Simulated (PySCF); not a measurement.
## Calculated data, H₂O₂Si₂

Computed with PySCF 2.14.0. Calculation on a computer-drawn molecule: optimised geometry and harmonic frequencies of an isolated molecule of the commonest isotopes, restricted reference for singlets and unrestricted otherwise, frozen core in MP2.

Entry: H₂O₂Si₂

Start structure:
```xyz
6
H2O2Si2
O     -1.4559    -1.1608     0.1107
Si    -0.6522    -1.2305    -1.0796
O     -0.5690    -2.4947    -2.1278
Si    -1.0585    -3.8037    -3.0111
H      0.3550    -0.3314    -1.6701
H     -2.2511    -3.2120    -3.4429
```

* charge: 0
* multiplicity: 1
* method: HF
* basis: cc-pV(D+d)Z
* rotational constants: 21.33, 2.187, 2.018 GHz
* total energy: -728.8003 hartree
* convergence status largest gradient component: 1.702e-06 hartree/bohr

Drawn bonds:
```
atom  other atom  order
   1           2      2
   2           3      1
   3           4      1
   2           5      1
   4           6      1
```

Optimised structure:
```xyz
6
H2O2Si2
O     -1.3840    -1.1457     0.1650
Si    -0.5935    -1.2335    -1.0975
O     -0.6372    -2.4226    -2.1710
Si    -1.0848    -3.8618    -2.9068
H      0.3726    -0.2460    -1.5711
H     -2.3048    -3.3235    -3.6394
```

Modes:
```
frequency (cm⁻¹)  reduced mass (dalton)
           40.93                  2.082
           76.42                   10.2
           163.5                  1.584
           419.4                  15.12
           573.2                  10.26
             662                  1.434
             935                   1.19
           956.8                  1.123
            1112                  8.005
            1361                  16.37
            2109                  1.044
            2431                  1.046
```
